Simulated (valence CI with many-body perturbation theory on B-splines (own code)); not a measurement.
## Tm63+ in brief

Level of theory: configuration interaction combined with many-body perturbation theory (CI+MBPT): four valence electrons over a frozen Dirac-Fock core [He], a basis of 11 s, 11 p, 9 d, 7 f, 5 g, 2 h, 1 i functions for each j, with the one-electron correlation potential Σ1 (screened to all orders), the two-electron term Σ2, the three-electron term Σ3, Breit, model QED; selected single and double excitations, second order for the rest (own B-spline code, finite nucleus).

The last digits are not significant, and no measured levels were compared; by estimate large intervals hold to a few tenths of a per cent, small ones and those within an open d or f shell to about a per cent. Among the levels kept, up to 280 cm⁻¹ of a level comes from second order outside the variational space, and about a tenth of that is noise between levels of different J, which matters for small intervals.

Levels are named by their leading jj configuration (3d3/2^4 stands for four electrons in 3d with j = 3/2), which in mixed levels can hold well under half, so a name can repeat and another be missing.

Rates and lifetimes use the calculated energies. Strong lines usually hold to 10 to 20 %, long lifetimes can be off by a factor of two.

(1) What is the ground level?

(2) What is the ionisation energy?

(3) Among levels below 86270 × 10³ cm⁻¹, which E1 lines absorb most strongly from the ground level?

(4) What are the static dipole polarisabilities of the lowest levels?

(5) Name the longest-lived excited levels whose lifetime is computed, and their main decay.

## Answers

(1) (2s^2 2p1/2^2) J=0, composition 69 % 2s2 2p2 3P + 31 % 2s2 2p2 1S.

(2) 15665 eV; NIST lists 15663 ± 19 eV (theoretical).

(3) to (2s^2 2p1/2 3d3/2) J=1 at 0.1330 nm, f = 1.09; to (2s 2p1/2^2 3p1/2) J=1 at 0.1353 nm, f = 0.349; to (2s 2p1/2^2 3p3/2) J=1 at 0.1307 nm, f = 0.315.

(4) (2s^2 2p1/2^2) J=0 0.000114 bohr³, of which the core gives 3.04e-07.

(5) (2s^2 2p1/2 2p3/2) J=2 at 8382.2 × 10³ cm⁻¹ lives 38.8 ns, mostly by E2 to (2s^2 2p1/2^2) J=0; (2s^2 2p1/2 2p3/2) J=1 at 8237.4 × 10³ cm⁻¹ lives 151 ps, mostly by M1 to (2s^2 2p1/2^2) J=0; (2s 2p1/2^2 2p3/2) J=2 at 10414 × 10³ cm⁻¹ lives 36.3 ps, mostly by E1 to (2s^2 2p1/2 2p3/2) J=1.
